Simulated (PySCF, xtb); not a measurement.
CH8OW, SMILES [O]([WH5])C, multiplicity 1.

xtb 6.7.1 with GFN2-xTB at its own geometry gives an orbital gap of 4.18 eV and a dipole moment of 2.77 D.

Geometry: B3LYP-D3(BJ)/def2-SVP. The multiplicity is an assumed one; no other spin state was optimised. The structure was generated by enumeration; whether it is a known compound was not checked. The def2 effective core potentials stand for the cores of W; spin–orbit coupling is left out.

Question: What does M06-2X/def2-TZVPD (PySCF) give? (An estimate is asked for; the answer gives what the named calculation found.)

Answer: gap 7.61 eV (levels -9.12 and -1.51 eV), dipole 2.40 D.
